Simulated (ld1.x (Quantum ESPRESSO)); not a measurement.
## Configuration tests for aluminium (Al) (RRKJ)

```
Element                 : aluminium (Al)
Generator               : ld1.x (Quantum ESPRESSO) 7.5
Type                    : norm-conserving RRKJ (Kleinman–Bylander form)
Functional              : BLYP
Relativity              : scalar-relativistic
Frozen core             : [Ne]
Valence charge          : 3
Reference configuration : 3s2 3p0 (charge +1)
Partial waves           : 3p (bound, empty): rc 1.70 bohr; 3d channel at 0.15 Ry: rc 2.25 bohr; 3s (bound): rc 2.20 bohr
Local potential         : the s channel
Core correction         : none
```

Energies are relative to the spin-unpolarised reference configuration 3s2 3p0; without spin polarisation the order of configurations can differ from experiment.

```tsv
valence configuration	charge	ΔE all-electron (eV)	error AE − PS (meV)
3s2 3p1	0	-5.627	+10
3s1 3p0	+2	19.216	+77
3s2 3p0.5	+0.5	-3.615	+3.6
3s1 3p1	+1	5.841	+15
3s0 3p3	0	4.958	+65
3s1 3p2	0	-0.439	+20
```

(1) What are ΔE and the potential's error for 3s2 3p1.3?

Results:

(1) ΔE = -6.158 eV all-electron; the error (AE − PS) is +13 meV.

ld1.x printed “convergence not achieved” for 6 of the counted tests; their residual had stalled under 1e-8, short of the target of 1e-14.
